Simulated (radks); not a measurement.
Co V, 23 electrons, occupied as [Ar] 3d5 (the NIST ground configuration). Method: Dirac Kohn-Sham, PBE, spin-unpolarised, spherical densities, finite nucleus; open shells are shared between the two j in proportion to 2j + 1; Fermi nuclear charge, rms radius 3.7875 fm; computed with a radial shooting solver on a logarithmic mesh with Libxc functionals.

Radial electron density D(r) = 4 pi r^2 rho(r):

```
   r/bohr * D(r) (the largest magnitude, 36.5, reaches the edge; | marks zero)
 0.002097 |*
 0.002365 |*
 0.002645 | *
 0.002982 | *
 0.003362 |  *
 0.003791 |  *
 0.004274 |   *
 0.004781 |    *
  0.00539 |     *
 0.006078 |      *
 0.006853 |        *
 0.007726 |          *
 0.008642 |            *
 0.009744 |              *
  0.01099 |                 *
  0.01239 |                    *
  0.01385 |                       *
  0.01562 |                           *
  0.01761 |                               *
  0.01986 |                                   *
  0.02239 |                                      *
  0.02504 |                                          *
  0.02824 |                                             *
  0.03184 |                                               *
   0.0359 |                                                *
  0.04047 |                                                *
  0.04527 |                                                *
  0.05104 |                                              *
  0.05755 |                                           *
  0.06489 |                                         *
  0.07316 |                                       *
  0.08183 |                                      *
  0.09226 |                                      *
    0.104 |                                        *
   0.1173 |                                           *
   0.1322 |                                                *
   0.1479 |                                                   *
   0.1668 |                                                      *
    0.188 |                                                      *
    0.212 |                                                   *
    0.239 |                                             *
   0.2674 |                                       *
   0.3015 |                               *
   0.3399 |                         *
   0.3832 |                     *
   0.4321 |                    *
   0.4833 |                      *
   0.5449 |                        *
   0.6144 |                          *
   0.6927 |                          *
   0.7748 |                        *
   0.8736 |                    *
    0.985 |               *
    1.111 |          *
    1.252 |      *
    1.401 |    *
    1.579 |  *
     1.78 |*
    2.007 |*
    2.263 *
    2.532 *
    2.854 *
    3.218 *
```

D(r) has 3 maxima, at r = 0.0392, 0.178, 0.650 bohr, and minima at 0.0852, 0.418 bohr, inside which lie 2.12, 10.70 electrons.
